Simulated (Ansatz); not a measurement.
A first, cheap relaxation of `[OH][GeH]`.

```yaml
crystal:
  periodic: [false, false, false]
  atoms:
    - {symbol: O, position_ang: [-0.103800, -0.799500, 0.607700]}
    - {symbol: Ge, position_ang: [0.328000, 0.543600, -0.533100]}
    - {symbol: H, position_ang: [0.628900, -1.307600, 0.684800]}
    - {symbol: H, position_ang: [-0.797600, 1.503200, -0.779700]}
basis:
  gaussian: {orbitals: def2-SVP}
hamiltonian: {xc: pbe, dispersion: d4}
relax: {f_tol: 0.03, max_steps: 200}
```

```sh
$ ansatz run in.yaml --threads 2 --pin off --events-out ev --progress --plain --max-ram 20480MiB --backend cpu
```

Output, abridged:

```
Functional definition: PBE
mean field -58577.42929080 eV, -2152.6808212292 hartree, gradient 3.7e-5 eV, S^2 0.000000; 0 other end points of the search recorded, 0 dependent functions left out
relax step   1: F+E_penalty+E_count = -58577.47386728 eV  Δ(F+E_penalty+E_count) = +0.000e0 eV  max|allowed force component| = 5.221e0 eV/Å  Δτ_max = 0.0000 Å  (25 SCF iters, accepted)
mean field -58578.04314514 eV, -2152.7033799603 hartree, gradient 7.5e-5 eV, S^2 0.000000; 0 other end points of the search recorded, 0 dependent functions left out
relax step   2: F+E_penalty+E_count = -58578.08788615 eV  Δ(F+E_penalty+E_count) = -6.140e-1 eV  max|allowed force component| = 5.929e-1 eV/Å  Δτ_max = 0.1981 Å  (30 SCF iters, accepted)
mean field -58578.05240148 eV, -2152.7037201242 hartree, gradient 7.4e-5 eV, S^2 0.000000; 0 other end points of the search recorded, 0 dependent functions left out
relax step   3: F+E_penalty+E_count = -58578.09718981 eV  Δ(F+E_penalty+E_count) = -9.304e-3 eV  max|allowed force component| = 1.781e-1 eV/Å  Δτ_max = 0.0181 Å  (24 SCF iters, accepted)
mean field -58578.05453745 eV, -2152.7037986197 hartree, gradient 7.7e-5 eV, S^2 0.000000; 0 other end points of the search recorded, 0 dependent functions left out
relax step   4: F+E_penalty+E_count = -58578.09932321 eV  Δ(F+E_penalty+E_count) = -2.133e-3 eV  max|allowed force component| = 3.045e-1 eV/Å  Δτ_max = 0.0295 Å  (24 SCF iters, accepted)
mean field -58578.05674410 eV, -2152.7038797126 hartree, gradient 7.2e-5 eV, S^2 0.000000; 0 other end points of the search recorded, 0 dependent functions left out
relax step   5: F+E_penalty+E_count = -58578.10157028 eV  Δ(F+E_penalty+E_count) = -2.247e-3 eV  max|allowed force component| = 1.889e-2 eV/Å  Δτ_max = 0.0140 Å  (25 SCF iters, accepted)
mean field -58578.05674410 eV, -2152.7038797126 hartree, gradient 7.2e-5 eV, S^2 0.000000; 1 other end points of the search recorded, 0 dependent functions left out
Total energy: -58578.10159686 eV, -2152.7055280211 hartree
Atom 0 at    -0.139370    -0.675390     0.532466 Å, force    -0.001639    -0.014136     0.010852 eV/Å
Atom 1 at     0.515592     0.564732    -0.622570 Å, force     0.001245     0.018893    -0.014138 eV/Å
Atom 2 at     0.562760    -1.327931     0.725424 Å, force    -0.007573     0.004792    -0.000455 eV/Å
Atom 3 at    -0.883482     1.378290    -0.655620 Å, force     0.007967    -0.009550     0.003741 eV/Å
Dipole moment:     0.272800    -0.132559    -0.012385 e Å
```

Run time 3.1 s (2 threads of an AMD EPYC 7R13 on a shared host); peak host memory 0.14 GiB.
